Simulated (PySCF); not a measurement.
B3LYP has the VWN-RPA correlation part, as in Gaussian. 

**C₃H₄Si, SMILES `C#CC=[SiH2]` (charge 0, multiplicity 1)**

Calculation: B3LYP-D3(BJ)/def2-TZVP in PySCF.

| Item | Result |
|---|---|
| HOMO | -6.01 eV |
| dipole moment | 0.324 e·Å |
| HOMO–LUMO gap | 3.96 eV |
| LUMO | -2.05 eV |
| total energy | -11052.76 eV |
| cost | roughly 30 core-seconds |

Bonded distances (Å): C1–C2 1.207, C1–H5 1.061, C2–C3 1.403, C3–Si4 1.720, C3–H6 1.087, Si4–H7 1.471, Si4–H8 1.470. Angles (°): C2–C1–H5 179.8, C1–C2–C3 179.8, C2–C3–Si4 125.5, C2–C3–H6 116.8, Si4–C3–H6 117.7, C3–Si4–H7 120.5, C3–Si4–H8 122.7, H7–Si4–H8 116.8.
Charge 0, spin multiplicity 1.
